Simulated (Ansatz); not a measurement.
Molecule: C₆H₁₂N, charge 0, multiplicity 2. It need not be the lowest isomer of its formula. 
Geometry from a B3LYP-D3(BJ)/def2-TZVP (Ansatz, an electronic-structure program) optimisation:
```
C
H 1 1.1077
N 1 1.4629 2 112.32
H 3 1.0138 1 110.49 2 57.67
H 3 1.0139 4 107.17 1 120.20
C 1 1.4879 2 107.83 3 -122.82
H 6 1.0825 1 118.72 2 136.65
C 6 1.4875 7 121.30 1 -161.05
H 8 1.0909 6 111.31 7 -14.42
H 8 1.0996 9 106.81 6 120.23
C 1 1.5424 2 105.89 6 -117.14
H 11 1.0935 1 107.95 2 -175.70
H 11 1.0950 12 107.29 1 -117.85
C 11 1.5292 12 110.38 13 -120.38
H 14 1.0926 11 109.83 12 58.94
H 14 1.0960 15 106.48 11 -118.31
C 14 1.5296 15 110.07 16 -118.22
H 17 1.0932 14 110.49 15 60.39
H 17 1.0942 18 107.12 14 119.00
```
Charge 0, spin multiplicity 2.

Property: atomisation energy (electronic, to ground-state atoms), in kcal/mol. Valence correlation only, unless marked. Open shells are spin-unrestricted. No spin-orbit coupling. Non-relativistic. The coupled-cluster limit lacks core correlation, which all-electron functionals hold. Basis-set limits of correlation are two-point, X^-3; Hartree-Fock from the larger set. [CCSD(T)-MP2]/basis is that difference in the basis named.

```tsv
level	program	atomisation energy (kcal/mol)
HF/6-31G	Ansatz	1285.7
B3LYP/def2-TZVPD	Ansatz	1811.7
PBE0/def2-TZVP	Ansatz	1836.8
BHLYP-D4/def2-TZVPD	Ansatz + dftd4	1783.1
r2SCAN0-D4/def2-TZVPD	Ansatz + dftd4	1813.8
LC-wPBE-D4/def2-TZVPD	Ansatz + dftd4	1842.9
RI-MP2/cc-pVQZ	Ansatz	1828.7
SCS-MP2/cc-pVDZ	Ansatz	1702.5
CCSD/cc-pVDZ	Ansatz	1676.8
RI-MP2/CBS(cc-pVTZ,cc-pVQZ)+[CCSD(T)-MP2]/cc-pVTZ	Ansatz	1824.8
```
